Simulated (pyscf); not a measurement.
# Cl–Au (SMILES [Cl][Au]), singlet

Gas-phase minimum from PySCF at ωB97X-D3(BJ)/def2-SVP, one conformer. 

```xyz
2

Cl     0.1708     1.1410     0.7662
Au     1.3239     0.3743    -1.0137
```
Charge 0, spin multiplicity 1.

Bonded distances (Å): Cl1–Au2 2.255.

Properties at ωB97X-D3(BJ)/def2-SVP:

```
Quantity                                                                                                                         Value
---------------------------------------------------------------------------------------------------------------------  ---------------
Harmonic wavenumbers, unscaled                                                                                                369 cm⁻¹
Zero-point energy                                                                                                         0.5 kcal/mol
Rotational symmetry number                                                                                                           1
Entropy of this conformer at 298 K and 1 atm, rigid rotor and harmonic oscillator, modes under 100 cm⁻¹ raised to 100  252.2 J/(mol K)
Dipole moment                                                                                                                   4.19 D
```

Single-point totals, which compare only within one level (frozen core for MP2 and CC):

| level | total energy (hartree) |
|---|---|
| ωB97X-D3(BJ)/def2-TZVP | -596.00436 |
| PBE/def2-TZVP | -595.81433 |
| r²SCAN/def2-TZVP | -595.98491 |
| B3LYP-D3(BJ)/def2-TZVP | -596.02787 |
| PBE0-D3(BJ)/def2-TZVP | -595.80433 |
| M06-2X/def2-TZVP | -595.83436 |
| ωB97M-D3(BJ)/def2-TZVP | -595.99461 |
| HF/def2-TZVPP | -594.32725 |
| MP2/def2-TZVPP | -595.11197 |
| CCSD/def2-TZVPP | -595.09115 |
| CCSD(T)/def2-TZVPP | -595.12018 |

The CCSD(T) − MP2 part came from Ansatz, without density fitting, on the same reference. The frozen core leaves the outer d or s,p core shells of the metals and heavy elements correlated in the MP2 and CC values, and def2-TZVPP describes them poorly, so these totals are far from the basis limit. Elements past Kr carry the def2 core potentials, without spin-orbit coupling.
